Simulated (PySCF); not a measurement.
A calculated (PBE, PySCF 2.14, aug-cc-pwCVTZ-DK with one added diffuse shell each of s, p, d, f, g type, the spin-free X2C one-electron Hamiltonian (Gaussian nucleus)) atom or ion has these occupied shells.

```csv
shell,electrons,orbital energy (eV),"rms radius, mean of both spins (bohr)"
1s β,1,-4394.1,0.0845
1s α,1,-4394.1,0.0845
2s α,1,-473.51,0.374
2s β,1,-473.33,0.374
2p α,3,-387.49,0.342
2p β,3,-387.35,0.342
3s α,1,-54.680,1.16
3s β,1,-54.036,1.16
3p α,3,-33.301,1.27
3p β,3,-32.651,1.27
4s α,1,-4.165,3.93
4s β,1,-3.953,3.93
3d α,1,-3.507,2.22
```

**Question.** Name the element and its charge.

**Answer.** Sc (scandium, neutral), in [Ar] 3d1 4s2, 2D determinant.
